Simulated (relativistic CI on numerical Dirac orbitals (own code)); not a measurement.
# Hyperfine structure of Os XXVI, mass number 189

Computed by Dirac-Coulomb-Breit CI, KLI orbitals optimised for each configuration, model QED (radiative potential, 1s self-energy scaled to tabulated hydrogen-like ionisation energies), unscaled Slater integrals (own radial code, finite nucleus).

Configuration list (outside the closed core [Ar] 3d10 4p6 4d10): 4s2 4f5, 4s2 4f4 5s, 4s2 4f3 5s2, 4s2 4f4 5p, 4s2 4f3 5s 5p, 4s2 4f3 5p2, 4s 4f6, 4s2 4f4 6s. Levels of other configurations are missing.

Nuclear spin I = 3/2, μ = 0.6576 μN, Q = 0.86 b (tables of Stone and Pyykkö). The electronic factors are computed for point nuclear moments, without core polarisation or the Bohr-Weisskopf and QED corrections.

| Level | E (cm⁻¹) | A (MHz) | B (MHz) |
| --- | --- | --- | --- |
| 4s2 4f5 6H°_5/2 | 0.0 | 2136 | -3050 |
| 4s2 4f5 6H°_7/2 | 12318.4 | 1505 | -2600 |
| 4s2 4f5 6H°_9/2 | 23309.7 | 1257 | -2540 |
| 4s2 4f5 6F°_3/2 | 28189.8 | 1742 | -514 |
| 4s2 4f5 6F°_1/2 | 29571.8 | 4406 |  |
| 4s2 4f5 6H°_11/2 | 32579.2 | 1169 | -2720 |
| 4s2 4f5 6F°_7/2 | 38617.9 | 933.8 | -57.7 |
| 4s2 4f5 6H°_13/2 | 40191.8 | 1154 | -3030 |

Levels with J = 0, under 50 % of one LS term, or S terms without an open s electron are left out. Small factors come from cancelling terms and can be off by tens of per cent or more.

At this charge energies of transitions that change n are usually good to better than 1 %, and those within a shell (Δn = 0) to a few per cent. Terms inside the open d or f shell come out 10 to 20 % too wide with unscaled integrals.

**Question.** Give the hyperfine levels of 4s2 4f5 6H°_5/2 relative to its centre of gravity.

**Answer.** With K = F(F + 1) − I(I + 1) − J(J + 1), E = AK/2 + B[¾K(K + 1) − I(I + 1)J(J + 1)]/[2I(2I − 1)J(2J − 1)]: F = 1: -13350, F = 2: -6638, F = 3: 1144, F = 4: 7249 MHz.

LS names give the leading component of a level, which can be under half, so a name can repeat, a term be missing and a line seem to break the LS rules.
